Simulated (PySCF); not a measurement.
How methods differ on the ionisation energy of Ni⁺

Ni⁺ [Ar] 3d9 (2D) → Ni²⁺ [Ar] 3d8 (3F), as a difference of total energies. Calculation: PySCF 2.14, in ANO-RCC-VTZP (6s5p3d2f1g, 59 functions); the spin-free X2C one-electron Hamiltonian (Gaussian nucleus). Correlated levels: valence and next inner shell: [Ne] frozen. The calculations carry no spin-orbit coupling.

| method | ionisation energy (eV) | plus first-order spin-orbit estimate | error of that sum (eV) |
| --- | --- | --- | --- |
| UHF | 15.068 | 15.014 | -3.155 |
| MP2 (valence and next inner shell) | 19.157 | 19.103 | +0.934 |
| SCS-MP2 (valence and next inner shell) | 18.648 | 18.594 | +0.425 |
| CCSD (valence and next inner shell) | 17.863 | 17.810 | -0.359 |
| CCSD(T) (valence and next inner shell) | 18.094 | 18.040 | -0.129 |

Reference: 18.169 eV (measured; NIST Atomic Spectra Database, ionization energies).

A first-order spin-orbit estimate (lowest level to lowest level, LS coupling) adds -0.054 eV.

Errors of the correlated levels include the incompleteness of this basis and the frozen core.
